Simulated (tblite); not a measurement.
Compound: C4H9NSi2.
Structure used (GFN2-xTB), in Å, numbered top down from 1:
```
atom  x, y, z in Å
N1    -1.0621    1.8940   -1.7732
C2    -1.3661    0.9415   -1.2069
C3    -1.6792   -0.2204   -0.4833
C4    -2.1202   -0.0327    0.9891
Si5   -0.4269   -0.8326    0.8304
C6     1.1235    0.2052    1.0918
Si7    2.4841   -0.0393   -0.2270
H8    -2.2493   -0.9372   -1.0617
H9    -2.2062    0.9988    1.3056
H10   -2.9936   -0.6038    1.2714
H11   -0.3642   -2.2796    0.9673
H12    1.5350   -0.0067    2.0782
H13    0.8366    1.2570    1.0934
H14    2.9004   -1.4456   -0.1930
H15    1.9546    0.3000   -1.5431
H16    3.6261    0.8104    0.1169
```

All values are computed: GFN2-xTB (tblite) harmonic vibrations without scaling, gas phase. Against measured fundamentals such values can be off by several per cent, at times by over 20. Modes of hydrogen on silicon can be 10 to 20 % off. One conformer, not necessarily the lowest.

Harmonic wavenumbers (cm⁻¹): 31.6, 70.5, 104.0, 120.3, 175.8, 195.8, 224.7, 442.4, 485.5, 490.0, 512.4, 528.0, 588.1, 633.8, 662.8, 704.0, 729.5, 742.4, 778.6, 783.9, 791.6, 840.7, 873.6, 922.1, 1023.8, 1055.7, 1067.6, 1106.0, 1135.0, 1269.0, 1433.4, 1435.8, 2235.8, 2259.6, 2311.3, 2330.9, 2366.3, 2979.6, 2984.6, 3030.3, 3054.8, 3069.1.

A = 2380, B = 1257, C = 914.4 MHz; mass 127.027 u (most abundant isotopes); point group C1, symmetry number 1.

What is the zero-point energy?

Half the sum of the wavenumbers: 24290 cm⁻¹ = 69.45 kcal/mol.

What is S at 350 K and 1 bar for an ideal gas of classical rigid rotors and harmonic oscillators?

Translation 41.25, rotation 29.63, vibration 35.07: S = 106.0 cal/(mol K).

And Cp and H(350 K) − H(0)?

Cp = 43.13 cal/(mol K), of which vibrations give 35.18 (their classical limit is 42 R = 83.5); H(350 K) − H(0) = 9.05 kcal/mol without the zero-point energy, 6.27 from vibrations.

How do the functions run with temperature in this model?

| T (K) | S (cal/(mol K)) | Cp (cal/(mol K)) | H − H(0) (kcal/mol) | G − H(0) (kcal/mol) | ln q(vib) |
| --- | --- | --- | --- | --- | --- |
| 150 | 78.9 | 23.0 | 2.38 | -9.46 | 3.44 |
| 250 | 93.1 | 33.5 | 5.20 | -18.07 | 6.05 |
| 298.15 | 99.4 | 38.4 | 6.93 | -22.71 | 7.30 |
| 400 | 112.0 | 47.1 | 11.31 | -33.48 | 9.92 |
| 600 | 133.5 | 58.9 | 22.00 | -58.09 | 14.90 |
| 900 | 159.6 | 69.7 | 41.42 | -102.21 | 21.70 |

q(vib) and H(0) count from the zero-point level.

What must be added to the electronic energy to get the Gibbs energy at 350 K and 1 bar?

ZPE + [H(350 K) − H(0)] − T·S = 69.45 + 9.05 − 37.08 = 41.42 kcal/mol.

Which modes carry the vibrational entropy at 350 K?

31.6 cm⁻¹: 6.04; 70.5 cm⁻¹: 4.46; 104.0 cm⁻¹: 3.69; 120.3 cm⁻¹: 3.41; 175.8 cm⁻¹: 2.68; 195.8 cm⁻¹: 2.47 cal/(mol K); the other 36 give 12.32 together.

Blend soft modes into free rotors: weight 1/[1 + (100 cm⁻¹/ν̃)⁴] for the oscillator and the rest for a rotor with moment μB/(μ + B), μ = h/(8π²ν), B = 10⁻⁴⁴ kg m². What vibrational entropy results?

31.78 cal/(mol K) in place of 35.07, which changes −T·S at 350 K by +1.15 kcal/mol.

Hindered rotation and anharmonicity are outside this model. Other conformers, if any are populated, would add a mixing term that is left out. The structure is chiral; the term R ln 2 for an equal mix with its mirror image is left out.
